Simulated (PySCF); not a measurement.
Level of theory: B3LYP-D3(BJ)/def2-TZVP // PBE0-D4/def2-SVP (PySCF 2.14.0). Isolated molecules, 0 K electronic values unless said otherwise. B3LYP has the VWN-RPA correlation part, as in Gaussian. Excitations are Tamm–Dancoff values on a coarser integration grid. The basis has no diffuse functions, so Rydberg states are missing or too high.

Reference species (SMILES): `[SiH3]c1c(Cl)ccc2ccccc12` (neutral, multiplicity 1).

```json
{
  "HOMO": "-6.36 eV",
  "S1–T1 gap (TDA)": "1.34 eV"
}
```

Changed species: `[SiH3]c1cccc2c(Cl)cccc12`.

Predict the effect on the HOMO and S1–T1 gap (TDA).

the HOMO increases by 0.02 eV, to -6.34 eV; the S1–T1 gap (TDA) goes up by 0.04 eV, to 1.38 eV.
